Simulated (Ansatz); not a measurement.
F$_{3}$Te (SMILES F[Te](F)F), doublet, geometry from GFN2-xTB (the spin is typed, not shown lowest) (all electrons, no relativity); Ansatz (a program for electronic structure) with B97M-V/STO-3G.

Ansatz was given this input:
Ansatz 0.2 input:
```yaml
crystal:
  periodic: [false, false, false]
  atoms:
    - {symbol: Te, position_ang: [-0.02303119, -0.20998681, 0.25384591]}
    - {symbol: F, position_ang: [-1.85637227, -0.22488197, -0.59006750]}
    - {symbol: F, position_ang: [0.03390534, 1.30408449, -0.92930113]}
    - {symbol: F, position_ang: [1.95553606, 0.13405462, 0.05270334]}
basis:
  gaussian:
    orbitals: STO-3G
hamiltonian:
  xc: {name: B97M-V}
magnetization: {spin_polarized: true, initial_magnetization: 1}
```

Write the output that Ansatz gives for this input, abridged.


```
Functional definition: B97M-V
506 factors; integrals over basis functions are off by at most 3.0e-5 eV
mean field evaluation 1: about -186230.8641 eV, gradient 1.3e1 eV
mean field evaluation 2: about -186224.4169 eV, gradient 3.0e1 eV
mean field evaluation 4: about -186232.9628 eV, gradient 1.9e0 eV
mean field evaluation 8: about -186232.9718 eV, gradient 3.8e-1 eV
mean field evaluation 16: about -186232.9730 eV, gradient 1.8e-5 eV
mean field -186232.97303386 eV, -6843.9355257513 hartree, gradient 1.8e-5 eV, S^2 0.753073; 1 other end points of the search recorded, 0 dependent functions left out
reference -186232.97305106 eV, -6843.9355263835 hartree; 40, 39 occupied and 2, 3 virtual orbitals, 506 factors
Total energy: -186232.97305106 eV, -6843.9355263835 hartree
```
